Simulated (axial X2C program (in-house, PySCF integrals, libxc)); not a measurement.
# InP⁺ at several levels of theory

Computed with an in-house all-electron X2C program for linear molecules (integrals from PySCF). Spin-free means the one-electron spin-free X2C Hamiltonian; two-component (2c) means X2C with spin–orbit coupling and atomic mean-field two-electron Coulomb and Gaunt terms, so the difference of the two also holds small scalar two-electron terms. Basis: In dyall-cv3z [11s12p9d4f1g], P dyall-v3z [8s7p2d1f] (cores contracted in-house); Gaussian nuclei, density fitting, unrestricted open shells. Masses: In 114.904 u, P 30.974 u.

State, spin-free: M_S = 3/2, Λ = 0 (beyond evenly filled blocks: σα, π+α, π-α); electrons by block: σα: 15, σβ: 14, π+α: 7, π+β: 6, π-α: 7, π-β: 6, δ+α: 2, δ+β: 2, δ-α: 2, δ-β: 2. Fragments: In+ + P.

State, 2c: Ω = 3/2 (⟨Sz⟩ = 1.50, ⟨Lz⟩ = 0.00 at PBE0); electrons by block: 1/2: 21, -1/2: 21, 3/2: 9, -3/2: 8, 5/2: 2, -5/2: 2. Fragments: In+ + P.

| Hamiltonian | level | Re (Å) | ωe (cm⁻¹) | ωexe (cm⁻¹) | Be (cm⁻¹) | αe (cm⁻¹) | De (eV) | D0 (eV) | μ (D) |
| --- | --- | --- | --- | --- | --- | --- | --- | --- | --- |
| spin-free | PBE0 | 2.896 | 120.8 | 1.01 | 0.08238 | 0.00103 | 0.431 | 0.423 | 0.31 |
| spin-free | MP2 | 3.157 | 87.2 | 0.871 | 0.06932 | 0.000868 | 0.240 | 0.235 | n/a |
| spin-free | CCSD(T) | 3.104 | 90.9 | n/a | 0.07172 | 0.000971 | 0.254 | 0.249 | n/a |
| spin-free | M06 | 2.939 | 129.2 | 0.695 | 0.08002 | 0.000723 | 0.504 | 0.496 | 0.51 |
| 2c | PBE0 | 2.895 | 120.9 | 1.01 | 0.08244 | 0.00103 | 0.432 | 0.424 | 0.32 |
| 2c | MP2 | 3.159 | 87.0 | 0.858 | 0.06922 | 0.000862 | 0.240 | 0.234 | n/a |
| 2c | CCSD(T) | 3.105 | 90.6 | n/a | 0.07166 | 0.000909 | 0.254 | 0.248 | n/a |
| 2c | M06 | 2.938 | 129.2 | 0.694 | 0.08004 | 0.000722 | 0.505 | 0.497 | 0.52 |

Correlated methods: 7 electrons correlated (number of frozen shells: In 4 s, 3 p, 2 d; P 2 s, 1 p), 231 virtual spin orbitals or spinors in MP2, 90 natural virtuals in coupled cluster.

Dipoles are positive if P is the positive end and refer to the centre of mass.

The state is one determinant whose occupation by symmetry is held fixed; it was picked as the lowest of a PBE0 search that is not exhaustive. Dissociation energies refer to the lowest single-determinant-based atoms at the same level and basis. Density functionals use the spin component along the axis (collinear). CCSD and (T) use frozen natural virtuals with an MP2 correction for the truncation; (T) itself is uncorrected, so its De runs slightly low. With several unpaired electrons one determinant need not be a pure state. This is the top spin component of a Σ state; components of lower Ω are not single determinants and can lie lower. With the outer-core shells frozen, correlated bond lengths of heavy atoms tend to come out a few hundredths of an ångström too long.

No reliable constants came from CCSD (2c), CCSD (spin-free), HF (2c), HF (spin-free): no minimum in range, unconverged points, a curve that is not smooth, a change of character along it, or the two Hamiltonians disagreeing along it.

Rough cost a point (2c) on 1 thread(s) of a shared host, integrals apart: PBE0 0.6 s, CCSD(T) 2.8 s, M06 0.9 s.

The whole task took 120 s on 1 thread of AMD EPYC 7B13 (Zen 3), on a shared host.
